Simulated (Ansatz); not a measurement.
Reaction (ligand exchange at the Si–N bond): `N[SiH2]N1C[SiH2]1` + CH₃SH → `CS[SiH2]N` + `C1N[SiH2]1`

Isolated molecules relaxed with PBE0-D4/def2-TZVP in Ansatz; ΔE leaves out vibrations. CBS: MP2 limit from def2 TZ/QZ plus the TZ coupled-cluster correction, frozen cores. This one scheme is used for every species. Functionals use def2-TZVPP. One conformer a species, not always the lowest.

`N[SiH2]N1C[SiH2]1`:

Cartesian coordinates in Å:
```
N 2.031 1.296 0.479
Si 1.064 0.501 -0.687
N -0.465 -0.046 -0.149
C -0.834 -1.139 0.794
Si -2.084 -0.501 -0.381
H 2.717 0.789 1.012
H 1.726 2.128 0.956
H 1.906 -0.644 -1.132
H 0.751 1.424 -1.808
H -0.849 -0.860 1.847
H -0.355 -2.103 0.615
H -3.149 0.439 0.035
H -2.460 -1.284 -1.581
```

CH₃SH:

Cartesian coordinates in Å:
```
C 0.107 0.399 0.265
S 0.142 -0.650 -1.205
H -0.908 0.708 0.512
H 0.690 1.287 0.019
H 0.571 -0.093 1.119
H -0.602 -1.651 -0.711
```

`CS[SiH2]N`:

```xyz
11

C    -1.746    0.643   -0.048
S    -1.238   -1.090   -0.229
Si    0.788   -0.931    0.411
N     1.797    0.100   -0.509
H    -1.116    1.298   -0.650
H    -1.712    0.953    0.997
H    -2.773    0.718   -0.404
H     1.258   -2.337    0.353
H     0.845   -0.381    1.791
H     1.922   -0.017   -1.500
H     1.976    1.044   -0.213
```

`C1N[SiH2]1`:

Cartesian coordinates in Å:
```
C 0.209 -0.919 -0.019
N -0.271 0.078 -1.022
Si -0.307 0.733 0.573
H -0.413 -1.807 0.057
H 1.275 -1.144 -0.011
H 0.393 0.342 -1.735
H 0.751 1.667 1.025
H -1.638 1.049 1.131
```

```json
{"species": "`N[SiH2]N1C[SiH2]1`", "BLYP-D4 energy (Eh)": "-731.46547"}
{"species": "CH₃SH", "BLYP-D4 energy (Eh)": "-438.70464"}
{"species": "`CS[SiH2]N`", "BLYP-D4 energy (Eh)": "-784.83407"}
{"species": "`C1N[SiH2]1`", "BLYP-D4 energy (Eh)": "-385.32997"}
```

Work out ΔE.

ΔE = (-784.83407) + (-385.32997) − (-731.46547) − (-438.70464) = 0.00607 Eh = +15.9 kJ/mol. CCSD(T)/CBS gives +17.4 kJ/mol.

What do rigid-rotor, harmonic-oscillator terms from PBE0-D4/def2-TZVP frequencies (298.15 K, 1 bar) make of the CCSD(T)/CBS value? (An estimate is asked.)

Computed: ΔZPE = +6.1 kJ/mol, ΔH = +22.7 kJ/mol, ΔS = -7 J/(mol·K), ΔG = +24.7 kJ/mol. Modes under 50 cm⁻¹ make the entropy rough.

Largest T1 diagnostic among the species: 0.012.

In def2-TZVPP, CCSD(T) changes the Hartree–Fock value by −11.5 kJ/mol (the triples alone add −2.8 kJ/mol) and MP2 by −11.8 kJ/mol. From PBE to PBE0 (25 % exact exchange), in def2-TZVPP and without D4, ΔE moves by +5.0 kJ/mol. At CCSD(T), def2-SVP lies +5.9 kJ/mol from the extrapolated value and def2-TZVPP +3.2 kJ/mol.
